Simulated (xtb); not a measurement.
pyridine-4-carbonitrile (C₆H₄N₂), SMILES N#Cc1ccncc1. All values are semi-empirical tight-binding results from xtb (GFN2-xTB unless named), good for trends rather than for accurate numbers. Geometry optimised at GFN2-xTB.

Optimised geometry:

Bond lengths (Å): N1–C2 1.145, C2–C3 1.417, C3–C4 1.395, C3–C8 1.395, C4–C5 1.386, C4–H9 1.079, C5–N6 1.322, C5–H10 1.082, N6–C7 1.322, C7–C8 1.386, C7–H11 1.082, C8–H12 1.079. Bond angles (°): N1–C2–C3 180.0, C2–C3–C4 120.5, C2–C3–C8 120.5, C4–C3–C8 119.0, C3–C4–C5 117.8, C3–C4–H9 120.7, C5–C4–H9 121.5, C4–C5–N6 123.5, C4–C5–H10 120.9, N6–C5–H10 115.6, C5–N6–C7 118.5, N6–C7–C8 123.5, N6–C7–H11 115.6, C8–C7–H11 120.9, C3–C8–C7 117.8, C3–C8–H12 120.7, C7–C8–H12 121.5.
Charge 0, spin multiplicity 1.

Computed properties:
- point group as xtb finds it = C2v
- orbital gap = 2.46 eV
- dipole moment = 1.75 D
- zero-point energy = 52.8 kcal/mol
- G − E(el) at 298.15 K (modified RRHO) = 34.0 kcal/mol
- static polarisability (D4 model) = 76.1 bohr³
- solvation energy, GFN2-xTB/ALPB(water) = -6.9 kcal/mol
- solvation energy, GFN2-xTB/ALPB(acetone) = -8.5 kcal/mol

Task: Give the IR lines (harmonic; lines under 4 % of the strongest left out, lines within 3 cm⁻¹ merged). (An estimate is asked for; the answer gives what the named calculation found.)

Result: ν (cm⁻¹): 128 (w), 145 (w), 558 (w), 784 (w), 793 (w), 1008 (w), 1093 (w), 1227 (w), 1272 (w), 1368 (w), 1457 (w), 1543 (w), 1570 (m), 2381 (vs), 3064 (m), 3098 (m) (against the strongest line: vs over 80 %, s over 45 %, m over 15 %, w over 4 %, vw less)

Computed atomic charges and the Wiberg bond orders between heavy atoms:
charges (e) N1 -0.21, C2 0.11, C3 0.04, C4 -0.03, C5 0.06, N6 -0.20, C7 0.06, C8 -0.03, H9 0.05, H10 0.05, H11 0.05, H12 0.05. Bond orders N1–C2 2.82, C2–C3 1.08, C3–C4 1.37, C4–C5 1.43, C5–N6 1.44, N6–C7 1.44, C3–C8 1.37, C7–C8 1.43.
